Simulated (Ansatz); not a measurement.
Job for Ansatz (an electronic-structure program): U-B3LYP/def2-TZVPP on CH4Si (SMILES C=[SiH2]), 2S+1 = 1, a spin state set in the input, which need not be the lowest, at the other state's geometry.

Ansatz 0.2 input:
```yaml
crystal:
  periodic: [false, false, false]
  atoms:
    - {symbol: C, position_ang: [-1.21423824, -0.10700292, 0.15043689]}
    - {symbol: Si, position_ang: [0.59498014, 0.08779045, -0.15268897]}
    - {symbol: H, position_ang: [-1.97143807, 0.18899585, -0.56590681]}
    - {symbol: H, position_ang: [-1.60569590, -0.53190751, 1.07092100]}
    - {symbol: H, position_ang: [1.30238485, -1.22346543, -0.12811610]}
    - {symbol: H, position_ang: [1.23045650, 0.97932838, 0.85812611]}
basis:
  gaussian:
    orbitals: def2-TZVPP
hamiltonian:
  xc: {name: B3LYP}
magnetization: {spin_polarized: true, initial_magnetization: 0}
```

The head of its log:

```
WARN ansatz: RAYON_NUM_THREADS=1 ignored (pool sized by the plan → 1); use --threads N
Functional definition: B3LYP
integrals: 0.03 GiB planned
707 factors; their error is unknown
mean field: 0.45 GiB planned
mean field evaluation 1: about -8964.3305 eV, gradient 4.8e1 eV
mean field evaluation 2: about -8929.1164 eV, gradient 7.8e1 eV
```

Task: Predict the final total energy.

Result: -329.9350 hartree. Its determinant has ⟨S²⟩ = 1.01, a mixture of spin states.
